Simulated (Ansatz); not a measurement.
Calculated with Ansatz (gas phase, PBE0-D4/def2-TZVP geometries, no zero-point term in ΔE). CCSD(T)/CBS adds triple-zeta CCSD(T) − MP2 to the extrapolated MP2 energy (def2 sets, frozen cores). This one scheme is used for every species. DFT in def2-TZVPP. B3LYP here is the variant with VWN-RPA as its local correlation; programs differ in this. One conformer a species, not always the lowest.

Reaction (formal exchange of groups at a B–C bond): `CB(F)C(N)F` + `CCl` → `CB(F)CCl` + `NCF`

```tsv
level	ΔE (kJ/mol)
PBE	-17.1
B3LYP	-17.0
```

Q: What does CCSD(T)/CBS give? (Estimate.)

A: The calculation gave: -17.9 kJ/mol. The listed levels differ from it by 0.8, 0.9 kJ/mol.

Largest T1 diagnostic among the species: 0.012.
